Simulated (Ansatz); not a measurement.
Frontier orbitals of CH$_{5}$BNPZn, SMILES `PB1C[N]1[ZnH]`.

Total charge 0; spin multiplicity 1. For Zn the d shell is correlated and the shells below it are frozen. Scalar relativity is left out up to krypton. The geometry is a stationary point of PBE0-D4/def2-TZVP. It is one conformer, not always the lowest. Basis def2-TZVPP, Ansatz 0.2.0.

Orbital energies of one run (eV). Highest occupied ones, from the top: -6.97, -7.31, -7.85, -9.31, -9.49, -10.79, -11.22, -12.18, -12.71, -14.76, -14.76, -14.80, -14.80, -15.42. Empty: -0.72, -0.58, -0.01, 0.51, 0.87, 1.23.

Q: Which functional gave them?
A. r2SCAN
B. BLYP
C. PBE0
D. BHLYP

A: C. HOMO energies: PBE0 -6.97, r2SCAN -6.05, BHLYP -7.98, BLYP -5.71 eV.
